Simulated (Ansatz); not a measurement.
System: sum formula H5SiO3 (charge +1, singlet). It need not be the lowest isomer of its formula. 
Structure (B3LYP-D3(BJ)/def2-TZVP (Ansatz, a program for electronic structure) minimum search):
SMILES: O[SiH]([OH2+])O
```xyz
9

O     -0.0460     1.4935     0.3828
Si    -0.1584    -0.1011     0.4135
O     -1.1487    -0.8305    -0.6081
O      1.3496    -0.4091    -0.5426
H     -0.3595     2.1111     1.0509
H      0.0340    -0.7442     1.7076
H     -1.9707    -1.2842    -0.3968
H      1.3153    -1.0276    -1.2937
H      1.9595     0.3300    -0.7149
```
Charge +1, spin multiplicity 1.

Basis-set convergence of Hartree-Fock and CCSD(T) correlation energies (hartree) with Ansatz. Correlated levels leave the core frozen unless marked. No spin-orbit coupling. Non-relativistic.

```csv
basis,functions,E(HF),"E(corr, CCSD(T))"
cc-pV(D+d)Z,90,-516.32916,-0.69825
cc-pV(T+d)Z,199,-516.44071,-0.88619
cc-pV(Q+d)Z,379,-516.46418,-0.94991
```

Extrapolating the two largest sets (X = 3 and 4) as X^-3: E(corr) = (64·(-0.94991) - 27·(-0.88619))/37 = -0.9964 Eh, an estimate of the basis-set limit. The largest set recovers 95.3 % of it, the smallest 70.1 %.
